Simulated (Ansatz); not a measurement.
Gas-phase electronic energies from Ansatz, PBE0-D4/def2-TZVP geometries. CCSD(T)/CBS adds triple-zeta CCSD(T) − MP2 to the extrapolated MP2 energy (def2 sets, frozen cores). Functionals use def2-TZVPP. B3LYP here is the variant with VWN-RPA as its local correlation; programs differ in this. For Ge outer-core shells are correlated without core-valence functions, which leaves a few kJ/mol of doubt a bond. Scalar relativity is left out up to krypton. One conformer a species, not always the lowest.

`N[SiH2]/N=C(/N)F` + `[SH][GeH3]` → `N[SiH2][S][GeH3]` + `N=C(N)F`  (ligand exchange at the Si–N bond)

`N[SiH2]/N=C(/N)F`:

Z-matrix (Å, degrees):
```
Si
N 1 1.723
N 1 1.713 2 113.8
H 1 1.487 2 112.1 3 120.3
H 1 1.484 2 106.1 3 -118.1
C 2 1.242 1 132.5 3 -132.8
H 3 1.007 1 119.3 2 79.5
H 3 1.008 1 119.9 2 -62.9
N 6 1.351 2 127.5 1 176.3
F 6 1.360 2 124.1 1 -2.2
H 9 1.003 6 119.4 2 166.8
H 9 1.003 6 117.1 2 10.8
```

`[SH][GeH3]`:

```xyz
6

S    -0.906   -0.598   -1.337
Ge    0.092    0.036    0.548
H    -0.066    0.079   -2.136
H     0.049    1.565    0.688
H     1.549   -0.450    0.573
H    -0.719   -0.632    1.664
```

`N[SiH2][S][GeH3]`:

```xyz
11

N    -2.546   -0.192   -0.298
Si   -0.860   -0.458   -0.226
S     0.279    1.359   -0.316
Ge    2.211    0.501    0.370
H    -3.013    0.312    0.438
H    -2.984   -0.020   -1.189
H    -0.522   -1.135    1.054
H    -0.500   -1.323   -1.376
H     2.452   -0.850   -0.326
H     3.297    1.509   -0.023
H     2.186    0.298    1.893
```

`N=C(N)F`:

```xyz
7

N     0.062    0.832    1.113
C    -0.247    0.150    0.110
N     0.520   -0.800   -0.478
F    -1.436    0.233   -0.524
H    -0.701    1.430    1.408
H     1.485   -0.811   -0.198
H     0.317   -1.035   -1.433
```

```
             level  ΔE (kJ/mol)
             B3LYP          1.2
           r2SCANh         -7.4
      MP2/def2-SVP         -4.7
CCSD(T)/def2-TZVPP         -6.6
```

(1) What does CCSD(T)/CBS give? (Estimate.)

Largest T1 diagnostic among the species: 0.013.

## Answers

(1) Computed: -9.5 kJ/mol. The listed levels differ from it by 10.7, 2.1, 4.8, 2.9 kJ/mol.

The D4 term adds −4.7 kJ/mol with B3LYP and −2.3 kJ/mol with PBE0; it sums over pairs of atoms, weighted by their polarisabilities, and B3LYP, whose exchange is more repulsive, gets the larger term. Leaving LDA and LC-ωPBE aside and taking each functional with its dispersion term where it has one, the values, not all of them listed here, spread over 14.8 kJ/mol, from revPBE-D4 to CAM-B3LYP-D4. LDA lies +3.1 kJ/mol from PBE without D4. At CCSD(T), def2-SVP lies +4.4 kJ/mol from the extrapolated value and def2-TZVPP +2.9 kJ/mol.

CCSD(T)/CBS has its own doubt, a few kJ/mol and more with outer-core shells, so smaller differences from it don't rank the levels.
